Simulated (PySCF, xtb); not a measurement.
B(Cl)(Br)(OH) (BBrClHO), SMILES ClB(O)Br. The values are those of a single conformer.

Harmonic wavenumbers (cm⁻¹) from xtb with GFN2-xTB at its own minimum, in rising order: 200, 292, 409, 456, 596, 688, 942, 1278, 3592.

### Question
What does B3LYP-D3(BJ)/def2-SVP (PySCF) give at its own minimum? (Estimate from the structure and the level; the computed values follow.)

### Answer
219, 324, 471, 494, 579, 821, 1099, 1388, 3827. Paired by order, the mean absolute difference is 89 cm⁻¹ and the zero-point energies are 12.1 and 13.2 kcal/mol.
